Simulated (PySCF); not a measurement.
An unknown gives this computed stick spectrum. The calculation used TDDFT CAM-B3LYP/def2-SVPD, vertical, gas phase, core orbitals frozen in the response (PySCF). Geometries: GFN2-xTB, one conformer each.

```
state  λ (nm)      f
   S1   276.5  0.035
   S2   197.7  0.093
   S3   189.2  0.140
   S4   174.2  0.088
   S5   165.9  0.010
   S6   162.8  0.017
   S7   159.7  0.023
   S8   157.6  0.025
```

Orbital energies (eV): HOMO-3 -11.02, HOMO-2 -10.92, HOMO-1 -10.16, HOMO -8.63, LUMO -0.29, LUMO+1 1.05, LUMO+2 1.44.

**Question.** Which candidate is it?
A. `CC1=CC=CN=N1`
B. `O=Cc1ccnnn1`
C. `C=NC(=C)CC#N`

**Answer.** C. Its S1, at 4.48 eV, is the highest among the candidates; the nearest of the others has S1 at 3.63 eV. S1 is HOMO→LUMO (78%), HOMO-1→LUMO (14%). Löwdin shares by element: HOMO carbon 56% or more, nitrogen 31% or more; LUMO carbon 53% or more, nitrogen 24% or more (atoms not listed hold the other 23%). At the same level the other candidates give, for their lowest levels:
- `Cc1cccnn1`: 341 nm (f 0.004); 291 nm (f 0.000); 218 nm (f 0.033); 204 nm (f 0.000); 190 nm (f 0.026); T1 2.87 eV; HOMO -7.98, LUMO -0.28 eV
- `O=Cc1ccnnn1`: 390 nm (f 0.001); 348 nm (f 0.000); 338 nm (f 0.004); 304 nm (f 0.002); 276 nm (f 0.002); T1 2.52 eV; HOMO -8.99, LUMO -2.16 eV

Shape of the structure used: `[CH2:1]=[N:2][C:3](=[CH2:4])[CH2:5][C:6]#[N:7]`: C1–N2–C3–C4 -53°, N2–C3–C5–C6 -74°.
Triplets come from the Tamm–Dancoff approximation.
